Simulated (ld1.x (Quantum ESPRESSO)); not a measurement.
## Logarithmic derivatives: vanadium, TM

```
Element                 : vanadium (V)
Generator               : ld1.x (Quantum ESPRESSO) 7.5
Type                    : norm-conserving Troullier–Martins (Kleinman–Bylander form)
Functional              : LDA (PZ)
Relativity              : scalar-relativistic
Frozen core             : [Ne]
Valence charge          : 13
Reference configuration : 3s2 3p6 3d3 4s1.5 4p0.5
Partial waves           : 3s (bound): rc 1.00 bohr; 3p (bound): rc 0.90 bohr; 3d (bound): rc 1.60 bohr
Local potential         : all-electron potential smoothed inside 0.70 bohr (lloc = -1)
Core correction         : none
```

Occupied shells without a wave of their own: 4p, 4s. They enter only through the test configuration that unscreens the potential.

The phase is arctan(r·u′/u) with u = r·R(r), unwrapped; energies in Ry, scanned from -7 to 5 Ry. A pole is an energy at which the radial function vanishes at the test radius. The pseudo phase is shifted by a multiple of π to meet the all-electron one at the reference energy, and phase errors are pseudo minus all-electron; the curves can meet again beyond the range given. Levels narrower than the energy grid can be missing from the lists of poles.

| channel | radius (bohr) | reference energy (Ry) | poles, all-electron | poles, pseudo | unbroken range about the reference energy with phases within 0.05 rad | phase error 1 Ry above the reference energy (rad) |
| --- | --- | --- | --- | --- | --- | --- |
| s | 1.75 | -5.19 | -4.68 | -4.69, 1.48 | below -0.7 | -0.001 |
| p | 1.75 | -3.28 | -2.59 | -2.59 | below 2.7 | -0.000 |
| d | 1.75 | -0.45 | 0.68 | 0.69 | below 3.5 | +0.003 |

The potential misses its own reference levels by up to 0.6 eV.

Phases in the s channel:

```csv
E (Ry),all-electron,pseudo
-7.00,1.222,1.222
-6.48,1.136,1.134
-5.96,0.873,0.870
-5.44,-0.702,-0.704
-4.92,-1.481,-1.481
-4.40,-1.636,-1.637
-3.88,-1.705,-1.707
-3.36,-1.751,-1.754
-2.84,-1.788,-1.793
-2.32,-1.822,-1.831
-1.80,-1.858,-1.872
-1.28,-1.898,-1.923
-0.76,-1.947,-1.994
-0.24,-2.008,-2.110
0.28,-2.091,-2.374
0.80,-2.210,-3.404
1.32,-2.392,-4.572
1.84,-2.684,-4.915
2.36,-3.119,-5.143
2.88,-3.594,-5.423
3.40,-3.950,-5.872
3.92,-4.174,-6.497
4.44,-4.315,-6.996
4.96,-4.410,-7.280
```
